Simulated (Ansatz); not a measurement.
Cartesian coordinates (Å):
SMILES: BC#N
```xyz
5

B     -0.6093     0.0059    -0.0294
C      0.9102    -0.0089     0.0443
N      2.0634    -0.0201     0.0998
H     -1.1723     1.0478    -0.0509
H     -1.1919    -1.0248    -0.0638
```
Charge 0, spin multiplicity 1.

Method: frozen-core CCSD(T)/cc-pVTZ // B3LYP-D3(BJ)/def2-TZVP run with Ansatz (a quantum-chemistry and plane-wave program).

```
Quantity                        Value
----------------------  -------------
HF energy               -118.18314 Ha
MP2 correlation energy    -0.43261 Ha
```

Q: Estimate the CCSD correlation energy, the (T) correction, the total energy and the T1 diagnostic.

A: 
```
Property                         Value
-----------------------  -------------
CCSD correlation energy    -0.44789 Ha
(T) correction             -0.02179 Ha
CCSD(T) total energy     -118.65282 Ha
T1 diagnostic                    0.014
```
